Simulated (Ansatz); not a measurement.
System: GeF₂, charge 0, singlet. GeF2 (SMILES [F][Ge][F]).
B3LYP-D3(BJ)/def2-TZVP minimum from Ansatz (a first-principles code):
```
Ge
F 1 1.7583
F 1 1.7583 2 97.40
```
Charge 0, spin multiplicity 1.

Total energies in cc-pVTZ, 18 correlated electrons, 16 frozen orbitals. Radicals and triplets start from unrestricted determinants; spin-orbit coupling is neglected. Cores are frozen in correlated methods (noble-gas shells, and filled d and f shells in the p block). No relativity.

```tsv
method	program	energy (Eh)	minus CCSDT(Q) (mEh)
HF	Ansatz	-2274.43897	626.72
MP2	Ansatz	-2275.04235	23.34
CCSD	Ansatz	-2275.04471	20.98
CCSD(T)	Ansatz	-2275.06446	1.24
CCSDT(Q)	Ansatz	-2275.06569	0.00
```

Rough core times of Ansatz's runs on a shared machine: CCSD(T) under 20 s, CCSDT(Q) 8 min.
